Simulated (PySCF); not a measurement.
## How methods differ on the excitation energy of Cd+

Cd+ [Kr] 4d10 5s1 (2S) → Cd+ [Kr] 4d9 5s2 (2D), as a difference of total energies. Calculation: PySCF 2.14, in x2c-TZVPPall (8s6p6d2f1g, 79 functions); the spin-free X2C one-electron Hamiltonian (Gaussian nucleus). Correlated levels: valence: [Kr] frozen. The calculations carry no spin-orbit coupling.

```tsv
method	excitation energy (eV)
UHF	8.892
MP2 (valence)	9.301
SCS-MP2 (valence)	9.116
CCSD (valence)	9.071
CCSD(T) (valence)	9.052
```

How much does correlation contribute at CCSD(T) (valence)?

9.052 − (8.892) = 0.160 eV, measured against UHF.

Errors of the correlated levels include the incompleteness of this basis and the frozen core.

For comparison: 8.866 eV (measured; NIST levels, between the centres of gravity of the two terms).
